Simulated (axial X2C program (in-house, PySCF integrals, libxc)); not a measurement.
# Photoelectron levels of CsCl by EOM-IP-CCSD

Calculated with an axial X2C code built on PySCF integrals: two-component X2C with atomic mean-field Coulomb and Gaunt terms, Gaussian nuclei, basis Cs dyall-cv3z, Cl dyall-av3z with contracted cores.

R = 3.342 Å (1.150 times 2.906 Å, the PBE0 minimum at charge 0 for the lowest determinant).

Vertical ionisation energies of CsCl to the states of CsCl⁺:

```
Ω of CsCl⁺  vertical IE (eV)  above lowest (cm⁻¹)                   ionised spinor  one-hole weight
       3/2             7.904                    0                        98% Cl pπ             0.94
       1/2             7.960                  451              88% Cl pπ, 9% Cl pσ             0.94
       1/2             8.120                 1740             84% Cl pσ, 10% Cl pπ             0.94
       1/2            17.961                81111             70% Cs pσ, 26% Cs pπ             0.95
       3/2            18.178                82862                       100% Cs pπ             0.96
       1/2            19.658                94799  64% Cs pπ, 20% Cl sσ, 15% Cs pσ             0.90
```

(1) What is the splitting of the first π pair in the table, and is it regular or inverted?

This point took 11 s on 1 thread of Arm Neoverse V1, with other jobs on the host.

Reference electrons by ω block (each with its −ω partner): 1/2: 24, 3/2: 10, 5/2: 2. 16 electrons of CsCl correlated (inner shells frozen), 88 natural virtual spinors (a truncated set); levels can be off by some tenths of an eV. Roots sought by Ω: (1/2: 4, 3/2: 3, 5/2: 1); the list ends where they run out and leaves out roots under 60 % one-particle weight. The solver can skip a root, and states that need a further excitation, which the method places far too high, are missing though they may lie low or lowest. T1 of the reference 0.004 (Lee–Taylor). Number of frozen shells: Cs 4 s, 3 p, 2 d; Cl 2 s, 1 p.

Results:

(1) E(3/2) − E(1/2) = 0 − 451 = -451 cm⁻¹ at EOM-IP-CCSD: inverted, Ω = 3/2 lower. Splittings at this level can be off by ten to twenty per cent.
